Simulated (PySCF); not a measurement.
**B2PLYP on S⁺ (sulfur, charge +1)**

Configuration: [Ne] 3s1 3p3 3d1, high-spin 6D determinant (an excited configuration). Computed with PySCF 2.14 in aug-cc-pV(Q+d)Z with one added diffuse shell each of s, p, d, f, g type (8s7p6d4f3g, 114 functions), with no relativity, point nucleus.

| Property | Result |
| --- | --- |
| Total energy, PT2 part included | -396.8709 hartree |
| One-electron energy | -540.0781 hartree |
| Hartree (Coulomb) energy | 168.4149 hartree |
| Exchange-correlation energy | -25.1968 hartree |
| Kinetic energy | 396.08086 hartree |
| PT2 correlation before scaling by 0.27 | -0.04027 hartree |
| ⟨S²⟩ | 8.7500 |
| ⟨L²⟩ | 6.021 |
| Sum of ⟨r⟩ | 13.54 bohr |
| Sum of ⟨r²⟩ | 25.50 bohr² |
| Traceless quadrupole moment −½Σ⟨3z² − r²⟩ along its main axis | 2.65 e·bohr² |
| Density at the nucleus (Gaussians lack the cusp) | 2630 bohr⁻³ |
| Spin density at the nucleus | 9.45 bohr⁻³ |
| Langevin diamagnetic susceptibility | -20.2 ×10⁻⁶ cm³/mol |

| shell | electrons | mean orbital energy (eV) | spread (eV) | rms radius, mean of both spins (bohr) |
| --- | --- | --- | --- | --- |
| 1s α | 1 | -2472.7 | 0 | 0.113 |
| 1s β | 1 | -2471.6 | 0 | 0.113 |
| 2s α | 1 | -245.37 | 0 | 0.521 |
| 2s β | 1 | -243.87 | 0 | 0.521 |
| 2p α | 3 | -186.99 | 0.113 | 0.492 |
| 2p β | 3 | -185.38 | 0.193 | 0.492 |
| 3s α | 1 | -37.346 | 0 | 1.71 |
| 3p α | 3 | -24.041 | 0.102 | 1.94 |
| 3d α | 1 | -8.355 | 0 | 3.03 |

The outer electron is Rydberg-like, and this basis confines it to a smaller radius and binds it less than a complete one would.

The orbital energies are those of the SCF part of the double hybrid.
